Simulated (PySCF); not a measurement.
# Potential energy of BeSi along the bond

Set-up: basis Be def2-SVPD, Si def2-SVPD; no relativity; PySCF 2.14. Energies in eV from Be + Si in their ground configurations at the same level. State: ³Σ⁻ (triplet), unpaired electrons π ↑↑.

```csv
R (Å),r²SCAN,UHF-SCS-MP2
1.829,-1.311,-0.2434
1.914,-1.626,-0.5894
1.999,-1.793,-0.7869
2.063,-1.846,-0.8624
2.127,-1.853,-0.8909
2.191,-1.824,-0.8832
2.276,-1.746,-0.8335
2.382,-1.609,-0.7361
2.510,-1.415,-0.6042
2.680,-1.232,-0.4449
```

Task: Put a parabola through the three lowest points of the r²SCAN curve and estimate Re, k and ωe (reduced mass 6.816 u; 1 eV/Å² = 0.16022 mdyn/Å; ωe = 1302.8·√(k/μ) cm⁻¹).

Result: Through R = 2.063, 2.127, 2.191 Å the second-order coefficient is 4.39 eV/Å², so Re ≈ 2.107 Å, k ≈ 1.41 mdyn/Å and ωe ≈ 592 cm⁻¹. A polynomial fit of higher order to the unrounded r²SCAN energies gives Re = 2.105 Å, k = 1.53 mdyn/Å, ωe = 616 cm⁻¹; anharmonicity and rounding make the difference.

The higher-order fit for each curve: r²SCAN: Re = 2.105 Å, ωe = 616 cm⁻¹, De = 1.85 eV; UHF-SCS-MP2: Re = 2.143 Å, ωe = 572 cm⁻¹, De = 0.89 eV.

Correlated steps freeze 5 core orbitals. Correlated levels converge slowly with the basis: in double zeta they bind strong bonds too weakly, by up to about 1 eV, and carry superposition errors of some tenths. ⟨S²⟩ of the unrestricted solution departs from its pure value on part of the curve, where spin states mix. The state was picked by a PBE0 search and need not be the measured ground state.
